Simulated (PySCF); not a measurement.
Species: C₇H₁₄N₂Si.
SMILES with atom numbers: `[CH3:1][C:2]#[C:3][CH2:4][Si@@:5]1([NH2:6])[CH2:7][CH2:8][N:9]1[CH3:10]`

Geometry (GFN2-xTB, Å), atoms numbered from 1 in this order:
```xyz
24
C7H14N2Si angstrom
C      3.4397   -2.2152   -0.2396
C      2.4118   -1.3434   -0.7736
C      1.5634   -0.6292   -1.2290
C      0.5276    0.2370   -1.7370
Si    -0.3867    1.0608   -0.2796
N      0.7974    2.0913    0.4358
C     -2.1139    1.8583   -0.4308
C     -2.6457    0.7680    0.5030
N     -1.4082    0.0221    0.6430
C     -1.3327   -1.1690    1.4349
H      4.3960   -1.6927   -0.2063
H      3.5464   -3.1014   -0.8658
H      3.1766   -2.5303    0.7708
H      0.9798    0.9986   -2.3720
H     -0.1577   -0.3494   -2.3493
H      0.5890    2.6275    1.2622
H      1.7687    1.8307    0.4082
H     -2.5847    1.8472   -1.4073
H     -2.2060    2.8572   -0.0206
H     -2.9989    1.1557    1.4661
H     -3.4428    0.1575    0.0649
H     -1.5373   -0.9593    2.4928
H     -2.0600   -1.9134    1.0903
H     -0.3333   -1.5890    1.3464
```

NICS is the negative of the GIAO shielding at a point without a nucleus: at the ring centre (0) and 1 Å above and below it (1); zz is the component along the ring normal. Level: GIAO PBE0/pcSseg-1 (PySCF, non-relativistic, gas phase) on the GFN2-xTB geometry, one conformer.

Ring bond lengths (Å), with Mayer bond orders in brackets: Si5–C7 1.908 (0.86), C7–C8 1.531 (1.01), C8–N9 1.452 (0.96), N9–Si5 1.724 (1.00).

Q: Give the NICS values of each ring in ppm.

A: 
```csv
ring,type,NICS(0),"NICS(1), two faces","NICS(1)zz, two faces",rms pucker (Å),"centre to ring atoms, mean (Å)"
Si5–C7–C8–N9,4-membered ring with N and Si; formal bonds all single,-7.2,-2.5 / -2.1,-0.1 / 0.0,0.02,1.17
```

Q: What can be read from them?

A: 
- Si5–C7–C8–N9: mean NICS(1)zz 0.0 ppm, near zero. Si5, C7, C8 have four or more neighbours, and the NICS criterion for π rings isn't applied.

Q: At the first NICS(1) probe listed for ring Si5–C7–C8–N9, 1 Å off the ring, how large is the induced field along the normal in 7.05 T applied along it?

A: NICSzz × B0 = -0.1 ppm × 7.05 T = -1 μT, against the applied field.

Q: List the ring angles and the Hirshfeld charges of the ring atoms.

A: 
- Si5–C7–C8–N9: Si5 76.0° (+0.444 e), C7 88.2° (-0.175 e), C8 97.4° (-0.032 e), N9 98.3° (-0.181 e); sum 359.8° against 360° for a flat convex ring.

Q: What are the shieldings of the ring atoms and their hydrogens in the same run (means over atoms taken as equivalent)?

A: 
```
atoms                   environment  σ isotropic (ppm)  principal values of the symmetric part, first atom (ppm)
  Si5       four-coordinate silicon              366.2                                       342.2, 359.2, 397.1
   C7   sp3 carbon bound to silicon              169.2                                       141.7, 175.0, 190.8
   C8  sp3 carbon bound to nitrogen              138.3                                       120.3, 127.5, 167.1
   N9        silicon-bound nitrogen              197.8                                       145.7, 192.2, 255.5
  H18            methylene hydrogen              30.30                                          27.1, 27.6, 36.2
  H19            methylene hydrogen              30.45                                          27.0, 27.7, 36.7
  H20            methylene hydrogen              28.67                                          25.2, 25.8, 35.0
  H21            methylene hydrogen              28.70                                          25.4, 26.0, 34.6
```
